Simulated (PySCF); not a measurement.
**Exercise with solution: oscillator strength and radiative lifetime**

C₂Cl₃, SMILES Cl[C]=C(Cl)Cl (connectivity only; charge and spin as stated), charge +1, multiplicity 1.

Coordinates come from a B3LYP-D3(BJ)/def2-SVP optimisation. The spin state was assumed, not searched. The isomer is the one that the SMILES or the coordinates give; other isomers of the formula were not compared.

TDA-M06-2X/def2-SVPD (PySCF 2.14.0) puts the first singlet state with f over 0.02 at 4.59 eV (vertical), with the transition dipole (0.000, 0.592, 0.000) in atomic units.

Q: Find the oscillator strength, the wavelength and the radiative lifetime that this transition would have in vacuum if emission retraced absorption.

A: 
|μ|² = 0.3505 au, so |μ| = 1.50 D. ΔE = 4.59/27.211 = 0.1687 hartree. f = (2/3) ΔE |μ|² = 0.039 (the program prints 0.039).
λ = 1239.84/4.59 = 270 nm; ν = 37021 cm⁻¹.
Einstein's coefficient A = 0.6670 ν² f s⁻¹ (ν in cm⁻¹) = 3.6e7 s⁻¹, so τ = 1/A = 28 ns. This state is S4; the lower singlets have f = 0.000, 0.014, 0.000. The figure is the radiative limit of this one transition; relaxation, internal conversion, crossing to triplets and a medium change what is measured.
